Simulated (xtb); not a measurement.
H₅PSi, charge -1, doublet, geometry from GFN2-xTB (a state made from the parent by changing its charge; the spin is typed, not shown lowest); GFN0-xTB in xtb.

The xtb input:
```
$ xtb mol.xyz --gfn 0 --chrg -1 --uhf 1 --ohess --json

# file mol.xyz
7

Si    -1.11909809    -0.11289752     0.02233081
P      1.15602004     0.15282726    -0.13415520
H     -2.29260709    -0.93582205    -0.46776480
H     -1.55723131     1.25493495    -0.30971743
H     -1.35069510    -0.26986853     1.48176156
H      1.36139732    -1.18560754     0.15803934
H      2.16620900     0.42451950     0.83737793
```

Output, abridged:

```
   ID    Z sym.   atoms
    1   14 Si     1
    2   15 P      2
    3    1 H      3-7

           -------------------------------------------------
          |                Calculation Setup                |
           -------------------------------------------------

           -------------------------------------------------
          |                 G F N 0 - x T B                 |
           -------------------------------------------------

          ...................................................
          :                      SETUP                      :
          :.................................................:
          :  # basis functions                  30          :
          :  # atomic orbitals                  28          :
          :  # shells                           16          :
          :  # electrons                        15          :
          :  electronic temp.          300.0000000     K    :
          :  accuracy                    1.0000000          :
          :  -> integral cutoff          0.2500000E+02      :
          :  -> integral neglect         0.1000000E-07      :
          ...................................................

         :::::::::::::::::::::::::::::::::::::::::::::::::::::
         ::                     SUMMARY                     ::
         :::::::::::::::::::::::::::::::::::::::::::::::::::::
         :: total energy              -8.392771897571 Eh    ::
         :: gradient norm              0.022645358319 Eh/a0 ::
         :: HOMO-LUMO gap              1.690118310620 eV    ::
         ::.................................................::
         :: H0 energy                 -7.348358225539 Eh    ::
         :: repulsion energy           0.054952344037 Eh    ::
         :: electrostat energy        -1.097481005573 Eh    ::
         :: -> Gsolv                   0.000000000000 Eh    ::
         ::    -> Gsasa                0.000000000000 Eh    ::
         ::    -> Gshift               0.000000000000 Eh    ::
         :: dispersion energy         -0.001885010496 Eh    ::
         :: short-range corr.          0.000000000000 Eh    ::
         :: add. restraining           0.000000000000 Eh    ::
         :: total charge              -1.000000000000 e     ::
         :::::::::::::::::::::::::::::::::::::::::::::::::::::

      -----------------------------------------------------------
     |                   =====================                   |
     |                        A N C O P T                        |
     |                   =====================                   |
     |               Approximate Normal Coordinate               |
     |                Rational Function Optimizer                |
      -----------------------------------------------------------
      -----------------------------------------------------------
     |                   =====================                   |
     |                        A N C O P T                        |
     |                   =====================                   |
     |               Approximate Normal Coordinate               |
     |                Rational Function Optimizer                |
      -----------------------------------------------------------

          ...................................................
          :                      SETUP                      :
          :.................................................:
          :   optimization level            normal          :
          :   max. optcycles                   200          :
          :   ANC micro-cycles                  20          :
          :   degrees of freedom                15          :
          :.................................................:
          :   RF solver                   davidson          :
          :   write xtbopt.log                true          :
          :   linear?                        false          :
          :   energy convergence         0.5000000E-05 Eh   :
          :   grad. convergence          0.1000000E-02 Eh/α :
          :   maxmium RF displ.          1.0000000          :
          :   Hlow (freq-cutoff)         0.1000000E-01      :
          :   Hmax (freq-cutoff)         5.0000000          :
          :   S6 in model hess.         20.0000000          :
          ...................................................

generating ANC from exact Hessian ...
Using Lindh-Hessian (1995)
 Shifting diagonal of input Hessian by    9.8382899642488839E-003
 Lowest  eigenvalues of input Hessian
    0.000000    0.000000    0.000000    0.000000    0.000000    0.000000
    0.010000    0.010831    0.011427    0.012765    0.014663    0.024249
    0.025651    0.028520    0.033095    0.082593    0.383690    0.463408
 Highest eigenvalues
    0.082593    0.383690    0.463408    0.537907    0.591366    0.690618

........................................................................
.............................. CYCLE    1 ..............................
........................................................................
 * total energy  :    -8.3927719 Eh     change        0.0000000E+00 Eh
   gradient norm :     0.0226447 Eh/α   predicted     0.0000000E+00 (   0.00%)
   displ. norm   :     0.3960919 α      lambda       -0.5177491E-02
   maximum displ.:     0.2196613 α      in ANC's #9, #8, #3, ...

........................................................................
.............................. CYCLE    2 ..............................
........................................................................
 * total energy  :    -8.3940642 Eh     change       -0.1292301E-02 Eh
   gradient norm :     0.0151597 Eh/α   predicted    -0.2994895E-02 ( 131.75%)
   displ. norm   :     0.2613888 α      lambda       -0.2307347E-02
   maximum displ.:     0.1986547 α      in ANC's #3, #9, #4, ...

........................................................................
[...]
 * total energy  :    -8.3963912 Eh     change       -0.4965360E-03 Eh
 * total energy  :    -8.3967909 Eh     change       -0.3996672E-03 Eh
 * total energy  :    -8.3970926 Eh     change       -0.3017164E-03 Eh
 * total energy  :    -8.3972077 Eh     change       -0.1150375E-03 Eh
 * total energy  :    -8.3972679 Eh     change       -0.6019024E-04 Eh
 * total energy  :    -8.3973547 Eh     change       -0.8684517E-04 Eh
 * total energy  :    -8.3974202 Eh     change       -0.6554936E-04 Eh
 * total energy  :    -8.3974876 Eh     change       -0.6731098E-04 Eh
 * total energy  :    -8.3975280 Eh     change       -0.4040248E-04 Eh
 * total energy  :    -8.3975087 Eh     change        0.1923742E-04 Eh
 * total energy  :    -8.3975474 Eh     change       -0.3870957E-04 Eh
 * total energy  :    -8.3975518 Eh     change       -0.4407747E-05 Eh
   *** GEOMETRY OPTIMIZATION CONVERGED AFTER 16 ITERATIONS ***
         :: total energy              -8.397551840647 Eh    ::
[...]

 Mol. C6AA /au·bohr⁶  :       2081.340976
 Mol. C8AA /au·bohr⁸  :      72377.230705
 Mol. α(0) /au        :         77.880095

Wiberg/Mayer (AO) data.
largest (>0.10) Wiberg bond orders for each atom

 ---------------------------------------------------------------------------
     #   Z sym  total        # sym  WBO       # sym  WBO       # sym  WBO
 ---------------------------------------------------------------------------
     1  14 Si   4.034 --     2 P    1.261     3 H    0.887     5 H    0.883
                             4 H    0.881
     2  15 P    3.123 --     1 Si   1.261     6 H    0.925     7 H    0.881
     3   1 H    0.916 --     1 Si   0.887
     4   1 H    0.911 --     1 Si   0.881
     5   1 H    0.913 --     1 Si   0.883
     6   1 H    0.974 --     2 P    0.925
     7   1 H    0.948 --     2 P    0.881
 ---------------------------------------------------------------------------

Topologies differ in total number of bonds
Writing topology from bond orders to xtbtopo.mol

 dipole moment from electron density (au)
     X       Y       Z
  -0.9843  -0.4905  -0.1754  total (Debye):    2.831

           -------------------------------------------------
          |               Frequency Printout                |
           -------------------------------------------------
 projected vibrational frequencies (cm⁻¹)
eigval :       -0.00     0.00     0.00     0.00     0.00     0.00
eigval :      135.76   217.26   343.55   369.24   440.81   545.10
eigval :      748.43   826.07   861.22  1080.12  1263.08  1905.27
eigval :     1931.00  1984.40  2122.74
 reduced masses (amu)
   1: 13.84   2: 22.52   3: 25.25   4: 25.12   5: 18.57   6: 24.89   7:  1.54   8:  2.47
   9:  3.79  10: 26.29  11:  5.47  12:  5.44  13:  2.87  14:  2.13  15:  1.88  16:  2.04
  17:  1.24  18:  1.96  19:  1.96  20:  1.23  21:  1.78
 IR intensities (km·mol⁻¹)
   1:  3.20   2:  9.03   3: 12.96   4:  8.46   5: 14.58   6:  5.27   7: 12.95   8: 72.86
   9: 46.58  10: 11.31  11: 15.35  12:  9.10  13:100.39  14: 68.64  15: 46.29  16: 97.97
  17: 68.89  18: 33.66  19: 37.38  20: 29.31  21: 56.53
 Raman intensities (Ä⁴*amu⁻¹)
   1:  0.00   2:  0.00   3:  0.00   4:  0.00   5:  0.00   6:  0.00   7:  0.00   8:  0.00
   9:  0.00  10:  0.00  11:  0.00  12:  0.00  13:  0.00  14:  0.00  15:  0.00  16:  0.00
  17:  0.00  18:  0.00  19:  0.00  20:  0.00  21:  0.00
 output can be read by thermo (or use thermo option).
 writing <g98.out> molden fake output.
 recommended (thermochemical) frequency scaling factor: 1.0
           -------------------------------------------------
          |             Thermodynamic Functions             |
           -------------------------------------------------
Molecule has no symmetry elements
It seems to be the C1 point group

c1  symmetry found (for desy threshold:  0.10E+00) used in thermo

          ...................................................
          :                      SETUP                      :
          :.................................................:
          :  # frequencies                          15      :
          :  # imaginary freq.                       0      :
          :  linear?                             false      :
          :  only rotor calc.                    false      :
          :  symmetry                               c1      :
          :  rotational number                       1      :
          :  scaling factor                  1.0000000      :
          :  rotor cutoff                   50.0000000 cm⁻¹ :
          :  imag. cutoff                  -20.0000000 cm⁻¹ :
          :.................................................:

    mode    ω/cm⁻¹     T·S(HO)/kcal·mol⁻¹    T·S(FR)/kcal·mol⁻¹   T·S(vib)
   ------------------------------------------------------------------------
       1    135.76    -0.85353 ( 98.19%)    -0.76009 (  1.81%)    -0.85184
       2    217.26    -0.59089 ( 99.72%)    -0.62101 (  0.28%)    -0.59097
   ------------------------------------------------------------------------

   temp. (K)  partition function   enthalpy   heat capacity  entropy
                                   cal/mol     cal/K/mol   cal/K/mol   J/K/mol
 298.15  VIB   6.24                 1661.113     11.789      9.206
         ROT  0.205E+05              888.752      2.981     22.714
         INT  0.128E+06             2549.866     14.770     31.920
         TR   0.497E+27             1481.254      4.968     38.375
         TOT                        4031.1196    19.7381    70.2948   294.1133

       T/K    H(0)-H(T)+PV         H(T)/Eh          T*S/Eh         G(T)/Eh
   ------------------------------------------------------------------------
    298.15    0.642400E-02    0.400817E-01    0.333993E-01    0.668243E-02
   ------------------------------------------------------------------------

         :::::::::::::::::::::::::::::::::::::::::::::::::::::
         ::                  THERMODYNAMIC                  ::
         :::::::::::::::::::::::::::::::::::::::::::::::::::::
         :: total free energy          -8.390869409320 Eh   ::
         ::.................................................::
         :: total energy               -8.397551840647 Eh   ::
         :: zero point energy           0.033657745099 Eh   ::
         :: G(RRHO) w/o ZPVE           -0.026975313771 Eh   ::
         :: G(RRHO) contrib.            0.006682431327 Eh   ::
         :::::::::::::::::::::::::::::::::::::::::::::::::::::

optimized geometry written to: xtbopt.xyz

           -------------------------------------------------
          | TOTAL ENERGY               -8.397551840647 Eh   |
          | TOTAL ENTHALPY             -8.357470097497 Eh   |
          | TOTAL FREE ENERGY          -8.390869409320 Eh   |
          | GRADIENT NORM               0.000538825043 Eh/α |
          | HOMO-LUMO GAP               2.259337558340 eV   |
           -------------------------------------------------

normal termination of xtb
```
